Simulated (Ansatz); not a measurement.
Level of theory: frozen-core CCSD(T)/cc-pVTZ // B3LYP-D3(BJ)/def2-TZVP (Ansatz, a program for electronic structure).

Ansatz 0.2 input:
```yaml
crystal:
  periodic: [false, false, false]
  atoms:
    - { symbol: B, position_ang: [1.517264, -0.1151, 0.195371] }
    - { symbol: N, position_ang: [0.293095, 0.582949, 0.216185] }
    - { symbol: C, position_ang: [-0.984072, 0.116533, -0.114418] }
    - { symbol: N, position_ang: [-1.207943, -1.065682, -0.496679] }
    - { symbol: H, position_ang: [1.549531, -1.251712, -0.133017] }
    - { symbol: H, position_ang: [2.486904, 0.495482, 0.520608] }
    - { symbol: H, position_ang: [0.294523, 1.550777, 0.500462] }
    - { symbol: H, position_ang: [-1.752445, 0.888113, -0.00296] }
    - { symbol: H, position_ang: [-2.196856, -1.20136, -0.685552] }
basis:
  gaussian: { orbitals: cc-pVTZ }
correlation:
  method: ccsd_t
```

Output:

```
Functional definition: HF
1093 factors; integrals over basis functions are off by at most 1.1e-3 eV
mean field evaluation 1: about -4743.3892 eV, gradient 3.8e1 eV
mean field evaluation 2: about -4743.3929 eV, gradient 3.8e1 eV
mean field evaluation 4: about -4746.7251 eV, gradient 3.9e0 eV
mean field evaluation 8: about -4746.7826 eV, gradient 1.8e-1 eV
mean field evaluation 16: about -4746.7728 eV, gradient 1.5e0 eV
mean field -4746.78282962 eV, -174.4410515036 hartree, gradient 4.9e-6 eV, S^2 0.000000; 0 other end points of the search recorded, 0 dependent functions left out
4 core orbitals not correlated
reference -4746.78282962 eV, -174.4410515036 hartree; 11, 11 occupied and 175, 175 virtual orbitals, 1093 factors
second order -18.33156873 eV of doubles, -0.00000000 eV of singles
cycle   1  -18.51659460 eV  change   -1.9e-1 eV  update   9.5e-2
cycle   2  -19.00581532 eV  change   -4.9e-1 eV  update   2.9e-2
cycle   3  -19.11553189 eV  change   -1.1e-1 eV  update   1.6e-2
cycle   4  -19.10169546 eV  change    1.4e-2 eV  update   5.0e-3
cycle   5  -19.10238392 eV  change   -6.9e-4 eV  update   2.5e-3
cycle   6  -19.10296502 eV  change   -5.8e-4 eV  update   8.4e-4
cycle   7  -19.10240911 eV  change    5.6e-4 eV  update   3.4e-4
cycle   8  -19.10240540 eV  change    3.7e-6 eV  update   1.1e-4
cycle   9  -19.10244972 eV  change   -4.4e-5 eV  update   4.2e-5
cycle  10  -19.10243678 eV  change    1.3e-5 eV  update   1.4e-5
perturbative correction -0.82799137 eV, -0.0304281217 hartree
Total energy: -4766.71325778 eV, -175.1734812290 hartree
```

Cost: very roughly 100 core-seconds.
